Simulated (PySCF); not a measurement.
**Dipole moment and polarisability of `[F][Al]([F])[F]`**

Compound: AlF3.
Geometry (PBE0-D3(BJ)/def2-SVP, Å), atoms numbered from 1 in this order:
```
atom  x, y, z in Å
Al1    0.0005   -0.0001    0.0002
F2     1.6434   -0.0122    0.0067
F3    -0.8111    1.4283   -0.0095
F4    -0.8328   -1.4160    0.0026
```

Level: wB97X-D/def2-SVPD (PySCF), static field, nuclei fixed, core orbitals frozen in the response. The polarisability tensor in these axes (au):

```
x   20.93  0.00  0.01
y    0.00 20.92 -0.01
z    0.01 -0.01 18.80
```

Task: Diagonalise the tensor; give its mean and Δα, where Δα² is half the sum of the squared differences of the eigenvalues.

Result: Principal values 18.80, 20.92 and 20.93 au; mean 20.22 au = 3.00 Å³ = 3.33 × 10⁻⁴⁰ C²·m²/J; Δα = 2.12 au (11 % of the mean).

Task: What is the dipole moment?

Result: 0.01 D; point group D3h allows none, and the residue is numerical.

Task: In TDDFT the mean static polarisability is Σ f/ω² over all singlet excitations (ω in hartree). How much of it do the 15 lowest give? Their energies (eV) and oscillator strengths: 8.80, 0.0000; 9.24, 0.0000; 9.24, 0.0000; 9.56, 0.0770; 9.56, 0.0770; 9.90, 0.1903; 10.27, 0.0000; 10.51, 0.0196; 10.51, 0.0198; 10.92, 0.0000; 10.92, 0.0000; 11.27, 0.0937; 11.27, 0.0939; 11.45, 0.0000; 11.77, 0.0000.

Result: They add up to 4.04 au, 20.0 % of the 20.22 au; the largest single term is 1.44 au, from the state at 9.90 eV. Terms in order: 0.00, 0.00, 0.00, 0.62, 0.62, 1.44, 0.00, 0.13, 0.13, 0.00, 0.00, 0.55, 0.55, 0.00, 0.00 au. Higher excitations give the rest. The strengths listed sum to 0.571.

Task: Give the eigenvalues of the traceless quadrupole moment Θ = ½Σq(3rr − r²1), origin at the centre of nuclear charge.

Result: -4.96, -4.94, 9.90 D·Å. The electronic extent ⟨r²⟩ about the same centre is 322 bohr², a root-mean-square distance of 1.50 Å for the 40 electrons.

Task: Find the Langevin capture rate constant for NH4+ (18.034 u) meeting this molecule (83.977 u), k = 2.342 × 10⁻⁹ cm³/s × √(α in Å³ / reduced mass in u).

Result: The reduced mass is 14.85 u, so k = 1.05 × 10⁻⁹ cm³/s.

Task: What would n − 1 = 2πNα be for an ideal gas of these molecules at 350 K and 1 atm, electronic part alone?

Result: N = p/kT = 2.0968 × 10¹⁹ cm⁻³, so n − 1 = 2π × N × 3.00 × 10⁻²⁴ cm³ = 395 × 10⁻⁶ at long wavelengths, for an ideal gas.

Geometry: PBE0-D3(BJ)/def2-SVP; no solvent, vibrations or thermal averaging.

The run behind these numbers computed excited states as well. Time: 4.4 s of wall time. Hardware: one thread, x86-64 server, no GPU, shared host.
